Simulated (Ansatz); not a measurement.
Species: sum formula SiNH (charge 0, singlet). 
Geometry from a B3LYP-D3(BJ)/def2-TZVP (Ansatz, a program for electronic structure) optimisation:
```xyz
3

H      0.0000     0.0000    -1.9406
N      0.0000     0.0000    -0.9406
Si     0.0000     0.0000     0.6089
```
Charge 0, spin multiplicity 1.

Parts of the frozen-core correlation energy in STO-3G (Ansatz, hartree). Frozen orbitals: 6; correlated occupied orbitals by spin: 5 and 5; virtual: 4 and 4. Spin-orbit coupling is left out. Non-relativistic. The restricted reference is unstable.

| term | value |
|---|---|
| reference (HF) | -339.85551 |
| MP2 opposite-spin | -0.10151 |
| MP2 same-spin | -0.03152 |
| CCSD correlation | -0.13538 |
| (T) | -0.01116 |
| FCI minus CCSD(T) | -0.00051 |
| T1 diagnostic | 0.034 |
| largest doubles amplitude | 0.135 |
